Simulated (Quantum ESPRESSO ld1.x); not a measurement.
The numbers below are computed, except where a source is named.
Er3+, configuration [Xe] 4f11. Code: ld1.x of Quantum ESPRESSO 7.5. Model: scalar-relativistic Kohn-Sham, LDA (Slater exchange, VWN5 correlation), spin-unpolarised, spherical densities, point nucleus.

Radial electron density D(r) = 4 pi r^2 rho(r):

```
   r/bohr * D(r) (the largest magnitude, 122, reaches the edge; | marks zero)
 0.002105 |      *
  0.00245 |        *
  0.00283 |          *
 0.003294 |             *
 0.003835 |                *
 0.004429 |                   *
 0.005156 |                      *
 0.006003 |                          *
 0.006933 |                              *
 0.008071 |                                 *
 0.009396 |                                    *
  0.01094 |                                       *
  0.01263 |                                        *
  0.01471 |                                        *
  0.01712 |                                       *
  0.01977 |                                      *
  0.02302 |                                    *
   0.0268 |                                    *
  0.03095 |                                    *
  0.03603 |                                       *
  0.04194 |                                            *
  0.04883 |                                                  *
  0.05639 |                                                     *
  0.06564 |                                                      *
  0.07642 |                                                   *
  0.08826 |                                              *
   0.1027 |                                          *
   0.1196 |                                         *
   0.1381 |                                            *
   0.1608 |                                                *
   0.1872 |                                                *
   0.2179 |                                          *
   0.2517 |                                *
    0.293 |                        *
   0.3411 |                      *
    0.394 |                        *
   0.4586 |                          *
   0.5339 |                         *
   0.6166 |                    *
   0.7178 |              *
   0.8357 |         *
   0.9729 |       *
    1.124 |     *
    1.308 |    *
    1.523 |  *
    1.759 | *
    2.047 |*
    2.383 *
    2.752 *
    3.204 *
     3.73 *
    4.343 *
    5.015 *
```

D(r) has 4 maxima, at r = 0.0140, 0.0631, 0.174, 0.474 bohr, and minima at 0.0268, 0.114, 0.338 bohr, inside which lie 1.92, 11.09, 29.63 electrons.
